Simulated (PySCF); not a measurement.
(1S)-2,2-difluorocyclopropan-1-ol (C₃H₄F₂O), SMILES O[C@H]1CC1(F)F. Atoms are numbered in the order given.

```xyz
10

O      1.8282    -0.6106     0.3351
C      0.5935    -0.7829    -0.2642
C     -0.6702    -1.0073     0.6008
C     -0.4498     0.2631    -0.1300
F     -1.2323     0.6072    -1.1655
F     -0.1042     1.3650     0.5808
H      1.8880     0.3044     0.6455
H      0.6326    -1.3312    -1.2128
H     -1.4351    -1.6918     0.2248
H     -0.5237    -0.9834     1.6843
```
Charge 0, spin multiplicity 1.

The structure is a stationary point at B3LYP-D3(BJ)/def2-SVP. One conformer was computed; it need not be the lowest.

Method: PBE/def2-TZVP in PySCF.

Isolated molecule, no solvent.

Task: Estimate the frontier levels, gap, dipole moment and polarisability. (An estimate is asked for; the answer gives what the named calculation found.)

Result: 
The highest occupied level is -6.40 eV, the lowest empty level comes out as -0.01 eV and the orbital gap is 6.40 eV. The dipole moment is 0.79 D, the quadrupole, principal values (traceless, Buckingham form, about the centre of nuclear charge) comes out as -8.30, 2.26, 6.03 D·Å and the mean static polarisability is 40.7 bohr³ (6.03 Å³). The polarisability, principal values is 38.6, 39.6, 44.0 bohr³.
